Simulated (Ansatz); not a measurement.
`FBBCl` + `O[SiH3]` → `[SiH3]OBCl` + `BF` at 400 K and 1 bar (cleavage of the B–B bond).

Computed with Ansatz on PBE0-D4/def2-TZVP structures; ΔE is electronic, products minus reactants. CCSD(T)/CBS is the MP2 limit (def2-TZVPP, def2-QZVPP) plus CCSD(T) − MP2 in def2-TZVPP, frozen cores. This one scheme is used for every species. Each species was taken in one conformer, which may not be the lowest.

```
     species  CCSD(T)/CBS energy (Eh)  H − E (kJ/mol)  S (J/(mol·K))
     `FBBCl`               -610.41691            98.1          327.6
   `O[SiH3]`               -366.69042           120.0          276.4
`[SiH3]OBCl`               -851.35221           143.6          351.9
        `BF`               -125.82039            73.4          234.2
```

H − E and S are ideal-gas, rigid-rotor, harmonic terms from PBE0-D4/def2-TZVP, for one conformer and one mirror image of each species. 1 Eh = 2625.50 kJ/mol, R = 8.31446 J/(mol·K).

Question: By hand: ΔE, ΔH, ΔS and ΔG.

Answer: ΔE = (-851.35221) + (-125.82039) − (-610.41691) − (-366.69042) = -0.06527 Eh = -171.4 kJ/mol. Δ(H − E) = 143.6 + 73.4 − 98.1 − 120.0 = -1.1, so ΔH = -172.5 kJ/mol. ΔS = 351.9 + 234.2 − 327.6 − 276.4 = -17.9 J/(mol·K). ΔG = -172.5 − 400 × (-17.9)/1000 = -165.3 kJ/mol.

Question: By hand: the equilibrium constant, and the temperature at which ΔG would vanish if ΔH and ΔS stayed fixed.

Answer: log₁₀ K = −ΔG/(RT ln 10) = 21.6. ΔG = 0 at ΔH/ΔS = 9637 K, far beyond where these terms or the molecules hold.

ΔH outweighs TΔS. A doubt of 5 kJ/mol in ΔE shifts log₁₀ K by 0.7 here. Other conformers and mirror images would add mixing entropy, several J/(mol·K) or more a flexible species. These are equilibria of isolated gas molecules and say nothing of rates. Largest T1 diagnostic: 0.014 (customary marks: 0.02 for closed shells, 0.045 for open ones).
